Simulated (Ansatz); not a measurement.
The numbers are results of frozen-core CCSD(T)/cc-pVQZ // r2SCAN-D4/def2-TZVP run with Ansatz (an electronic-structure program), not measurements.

Ansatz 0.2 input:
```yaml
crystal:
  periodic: [false, false, false]
  atoms:
    - { symbol: Cl, position_ang: [1.679608, 1.018132, 0.091829] }
    - { symbol: Si, position_ang: [-0.00093, -0.140375, 0.001234] }
    - { symbol: Cl, position_ang: [-1.666, 1.038498, -0.109905] }
    - { symbol: H, position_ang: [0.067416, -0.969377, -1.215898] }
    - { symbol: H, position_ang: [-0.080095, -0.946879, 1.23274] }
basis:
  gaussian: { orbitals: cc-pVQZ }
correlation:
  method: ccsd_t
```

Output:

```
Functional definition: HF
1413 factors; integrals over basis functions are off by at most 6.9e-4 eV
mean field evaluation 1: about -32904.8476 eV, gradient 1.6e1 eV
mean field evaluation 2: about -32904.9281 eV, gradient 1.6e1 eV
mean field evaluation 4: about -32905.8708 eV, gradient 1.9e0 eV
mean field evaluation 8: about -32905.8883 eV, gradient 9.6e-2 eV
mean field evaluation 16: about -32905.6357 eV, gradient 7.0e0 eV
mean field -32905.88832989 eV, -1209.2690917114 hartree, gradient 8.6e-7 eV, S^2 0.000000; 0 other end points of the search recorded, 0 dependent functions left out
15 core orbitals not correlated
reference -32905.88832989 eV, -1209.2690917114 hartree; 10, 10 occupied and 212, 212 virtual orbitals, 1413 factors
second order -14.87136792 eV of doubles, -0.00000000 eV of singles
cycle   1  -15.62731238 eV  change   -7.6e-1 eV  update   7.0e-2
cycle   2  -15.96097974 eV  change   -3.3e-1 eV  update   2.0e-2
cycle   3  -16.00950629 eV  change   -4.9e-2 eV  update   8.3e-3
cycle   4  -16.00296397 eV  change    6.5e-3 eV  update   1.8e-3
cycle   5  -16.00244088 eV  change    5.2e-4 eV  update   6.7e-4
cycle   6  -16.00238676 eV  change    5.4e-5 eV  update   1.9e-4
cycle   7  -16.00233403 eV  change    5.3e-5 eV  update   6.0e-5
cycle   8  -16.00235015 eV  change   -1.6e-5 eV  update   1.8e-5
perturbative correction -0.70373559 eV, -0.0258618061 hartree
Total energy: -32922.59441564 eV, -1209.8830290387 hartree
```

Cost: about 40 core-seconds (a rough figure).
